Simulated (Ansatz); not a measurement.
`COB(O)F` → B• + C• + F• + 4 H• + 2 O•  (atomization)

Isolated molecules relaxed with PBE0-D4/def2-TZVP in Ansatz; ΔE leaves out vibrations. CCSD(T)/CBS is the MP2 limit (def2-TZVPP, def2-QZVPP) plus CCSD(T) − MP2 in def2-TZVPP, frozen cores. This one scheme is used for every species, atoms too. Functionals use def2-TZVPP. B3LYP here is the variant with VWN-RPA as its local correlation; programs differ in this. Open shells (•) are unrestricted, without spin–orbit coupling. Spin–orbit coupling would lower the free atoms: a little for B, C, F, O. One conformer a species, not always the lowest.

| level | ΔE (kcal/mol) | difference from CCSD(T)/CBS |
| --- | --- | --- |
| PBE-D4 | 949.1 | 21.4 |
| BLYP-D4 | 929.0 | 1.3 |
| B97M-V | 928.1 | 0.4 |
| PBE0-D4 | 926.4 | -1.3 |
| B3LYP-D4 | 926.0 | -1.7 |
| r2SCANh-D4 | 924.0 | -3.7 |
| r2SCAN0-D4 | 912.6 | -15.1 |
| BHLYP-D4 | 893.2 | -34.5 |
| B2PLYP | 920.8 | -6.9 |
| PBE | 946.1 | 18.4 |
| BLYP | 922.2 | -5.5 |
| PBE0 | 923.9 | -3.8 |
| HF/def2-TZVPP | 683.7 | -244.0 |
| MP2/def2-TZVPP | 932.9 | 5.2 |
| CCSD/def2-TZVPP | 891.0 | -36.7 |
| MP2/def2-QZVPP | 946.6 | 18.9 |
| CCSD(T)/CBS | 927.7 | 0 |

Largest T1 diagnostic among the species: 0.014.

From PBE to PBE0 (25 % exact exchange), in def2-TZVPP and without D4, ΔE moves by −22.2 kcal/mol: exact exchange takes away binding that semilocal exchange gives to molecules. At CCSD(T), def2-SVP lies −41.5 kcal/mol from the extrapolated value and def2-TZVPP −23.1 kcal/mol: correlation converges slowly with the basis, and small sets miss more of it in the bonded molecule than in its fragments. The D4 term adds +4.8 kcal/mol with B3LYP and +2.5 kcal/mol with PBE0; it sums over pairs of atoms, weighted by their polarisabilities, and B3LYP, whose exchange is more repulsive, gets the larger term.

For atomizations the MP2-based limit and the directly extrapolated one differ by several kJ/mol either way, and by 10 to 25 for some Ge, Se and Sn compounds, so smaller differences from it don't rank the levels.
